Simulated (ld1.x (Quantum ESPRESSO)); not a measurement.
**Ranking ultrasoft potentials for indium**

All share these settings but for the change named:

```
Element                 : indium
Generator               : ld1.x (Quantum ESPRESSO) 7.5
Type                    : ultrasoft
Functional              : PBE
Relativity              : scalar-relativistic
Frozen core             : [Kr] 4d10
Valence charge          : 3
Reference configuration : 5s2 5p1
Partial waves           : 5s (bound): rcut 2.10, rcutus 2.30 bohr; 5s channel at -0.1 Ry: rcut 2.10, rcutus 2.30 bohr; 5p (bound): rcut 2.30, rcutus 3.05 bohr; 5p channel at 2 Ry: rcut 2.30, rcutus 3.05 bohr
Local potential         : all-electron potential smoothed inside 2.40 bohr (lloc = -1)
Core correction         : a·sin(br)/r model core, default radius (core density twice the valence density)
Augmentation charge     : built from norm-conserving waves at rcut, not smoothed further
```

Test errors are all-electron minus pseudo excitation energies from the reference, over 5s2 5p0; 5s1 5p0; 5s2 5p0.5; 5s0 5p3; 5s1 5p2; 5s2 5p1.3; 5s1 5p1. None of these files shows a bound ghost.

The base gives 213.9 meV.

Of 10 variants that were run, those that failed, showed a ghost or another fault, or gave nearly equal values are left out.

A variant can come out equal or close to the base, since the largest error may sit in a test that the change hardly touches while other tests move.

Q: Rank these variants by their largest absolute test error, smallest first.
A. core correction a·sin(br)/r model core inside 2.84 bohr
B. functional PBEsol
C. type RRKJ; waves now 5p (bound): rc 3.05 bohr; 5s (bound): rc 2.30 bohr; local potential the s channel; rho0 0.02

A: A (135.0 meV), C (203.5 meV), B (237.3 meV).
